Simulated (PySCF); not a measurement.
Al(vinyl)(OH)2 (C2H5AlO2), SMILES C=[CH][Al]([OH])[OH]. Geometry optimised at B3LYP-D3(BJ)/def2-SVP. The structure was generated by enumeration; whether it is a known compound was not checked. One conformer was computed; it need not be the lowest.

Computed equilibrium geometry at B3LYP-D3(BJ)/def2-SVP (PySCF confirms it by a frequency run) as bond lengths and angles, and its point group (one conformer of several):
point group Cs.
Atoms: Al1 C2 C3 H4 H5 H6 O7 H8 O9 H10. Bonds (Å): Al1–C2 1.930, Al1–O7 1.704, Al1–O9 1.703, C2–C3 1.344, C2–H4 1.099, C3–H5 1.098, C3–H6 1.097, O7–H8 0.959, O9–H10 0.960. Bond angles (°): C2–Al1–O7 116.6, C2–Al1–O9 119.1, O7–Al1–O9 124.3, Al1–C2–C3 121.7, Al1–C2–H4 121.2, C3–C2–H4 117.1, C2–C3–H5 122.6, C2–C3–H6 121.8, H5–C3–H6 115.6, Al1–O7–H8 129.6, Al1–O9–H10 129.3.
Charge 0, spin multiplicity 1.
